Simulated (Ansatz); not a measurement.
A made-up structure of AlSi₂H₃O, singlet:

O1  (-1.560, -1.970, 1.731)
Si2  (-0.706, -0.971, 0.966)
Al3  (1.323, -0.388, -0.240)
Si4  (-0.811, 0.592, -0.729)
H5  (2.887, -0.247, -0.467)
H6  (0.335, 1.233, 0.165)
H7  (-1.176, -1.249, 2.276)
(Å)

It is relaxed with PBE-D4/def2-SVP and then PBE0-D4/def2-TZVP (Ansatz 0.2.0). Atoms count as bonded within 1.22 times the sum of their covalent radii (H–H: 0.88 Å). The end point is not checked to be a true minimum.

(1) Does its bonding change? (Judge from chemistry; the calculation decides.)

Results:

(1) By the calculation: Yes. Formed: Al3–H6; broken: Si2–H7.

Where it ends: The first stage lowers the energy by 2.87 eV in 13 steps. It ends as AlSi₂H₃O ([OH][Si]1[AlH]2[H][Si]21):
O1  (-1.614, -1.595, 1.794)
Si2  (-0.598, -0.507, 1.097)
Al3  (1.356, -0.307, -0.057)
Si4  (-0.959, 0.563, -0.871)
H5  (2.896, -0.224, -0.406)
H6  (0.458, 1.219, -0.341)
H7  (-1.246, -2.149, 2.486)
(Å)

Labels in which every atom is bracketed show which atoms are joined, not bond orders.

For scale, one of the runs: PBE0-D4/def2-TZVP relaxation, 160 basis functions, launched by `ansatz run in.yaml --threads 2 --pin off --events-out ev --progress --plain --max-ram 4352MiB`. Hardware: 2 CPU threads of an Arm Neoverse V2, shared host. Wall time about 37 s.
